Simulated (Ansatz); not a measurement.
Species: sum formula SiHCl, net charge 0, singlet state. 
Geometry from a B3LYP-D3(BJ)/def2-TZVP (Ansatz, a quantum-chemistry and plane-wave program) optimisation:
```
Si
H 1 1.5263
Cl 1 2.0943 2 94.91
```

Basis-set convergence of Hartree-Fock and MP2 correlation energies (hartree) with Ansatz. Valence correlation only, unless marked. Spin-orbit coupling is left out. No relativistic terms.

The Hartree-Fock reference is unstable (checked in the largest basis), which strains HF and MP2. 

```json
[
 {"basis": "def2-SVPD", "functions": "59", "E(HF)": "-748.77751", "E(corr, MP2)": "-0.22944"},
 {"basis": "def2-TZVPPD", "functions": "116", "E(HF)": "-749.02983", "E(corr, MP2)": "-0.29156"},
 {"basis": "def2-QZVPPD", "functions": "188", "E(HF)": "-749.05059", "E(corr, MP2)": "-0.31781"}
]
```

Extrapolating the two largest sets (X = 3 and 4) as X^-3: E(corr) = (64·(-0.31781) - 27·(-0.29156))/37 = -0.3370 Eh, an estimate of the basis-set limit. The largest set recovers 94.3 % of it, the smallest 68.1 %.
